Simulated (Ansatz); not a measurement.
The cluster TiAl₃. The state is a doublet with charge 0. Geometry PBE0-D4/def2-SVP.

```xyz
4

Ti   -1.388    0.698   -0.510
Al    0.618    0.967    1.201
Al   -0.365   -1.570    0.397
Al    1.135   -0.095   -1.087
```

The 6-31G sets use Cartesian d functions. B3LYP takes the VWN-RPA correlation. At HF/6-31G, PBE-D4/def2-TZVPD, B3LYP-D4/6-31G, B3LYP-D4/def2-TZVP and others the charge 0 doublet is spin-contaminated (final ⟨S²⟩ up to 2.88, 0.75 for a pure state). The geometry of the doublet was relaxed on an unsound state (⟨S²⟩ 2.20, where a pure state has 0.75). At PBE0-D4/def2-TZVP a quartet of charge 0 lies 0.13 eV below the doublet, each at its own geometry. That quartet is doubtful there (⟨S²⟩ 4.13, where a pure state has 3.75). The structure comes from a short search, and lower isomers may exist.

Problem. Estimate the α-spin orbital energies around the gap (eV) in Ansatz with HF/6-31G, PBE-D4/def2-TZVPD, B3LYP-D4/6-31G, B3LYP-D4/def2-TZVP, PBE0-D4/def2-TZVP.

Solution. 
| orbital | HF/6-31G | PBE-D4/def2-TZVPD | B3LYP-D4/6-31G | B3LYP-D4/def2-TZVP | PBE0-D4/def2-TZVP |
| --- | --- | --- | --- | --- | --- |
| HOMO−5 | -12.83 | -7.21 | -8.11 | -7.97 | -8.26 |
| HOMO−4 | -12.16 | -6.75 | -7.44 | -7.24 | -7.32 |
| HOMO−3 | -9.62 | -5.03 | -5.63 | -5.60 | -6.04 |
| HOMO−2 | -8.57 | -4.45 | -5.27 | -5.48 | -5.74 |
| HOMO−1 | -7.20 | -4.21 | -5.17 | -5.17 | -5.52 |
| HOMO | -6.38 | -4.09 | -4.85 | -4.91 | -5.13 |
| LUMO | -0.33 | -3.49 | -2.87 | -2.75 | -2.63 |
| LUMO+1 | -0.10 | -3.47 | -2.74 | -2.59 | -2.46 |
| LUMO+2 | 0.58 | -2.72 | -2.21 | -2.13 | -2.02 |
| LUMO+3 | 0.73 | -2.63 | -1.90 | -2.05 | -1.91 |
| LUMO+4 | 1.12 | -2.54 | -1.88 | -1.97 | -1.91 |
| LUMO+5 | 1.59 | -2.40 | -1.56 | -1.91 | -1.67 |
| β HOMO | -6.04 | -3.92 | -4.26 | -4.28 | -4.53 |
| β LUMO | 0.03 | -3.39 | -2.87 | -2.81 | -2.68 |
